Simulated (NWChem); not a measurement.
Species: C₃H₃BF₂; SMILES C=C=CB(F)F

```xyz
9

C      0.2163     2.6839     0.0000
C     -0.3396     1.4947     0.0000
C     -0.8745     0.2818     0.0000
B      0.0044    -0.9955     0.0000
F     -0.5558    -2.2073     0.0000
F      1.3360    -0.9452     0.0000
H      0.4597     3.2006     0.9438
H      0.4597     3.2006    -0.9438
H     -1.9765     0.1862     0.0000
```
Atoms are numbered in this order, from 1.

Program: NWChem. Structure relaxed at the PBE-D3(BJ)/def2-SVP level.

For level B3PW91/def2-SVP:

```yaml
highest occupied level (eV): -7.82
orbital gap (eV): 6.30
dipole (D): 2.18
```

Task: What are these values for level BLYP/def2-SVP?

Result: 
* **highest occupied level (eV)**: -6.55
* **orbital gap (eV)**: 4.55
* **dipole (D)**: 2.01
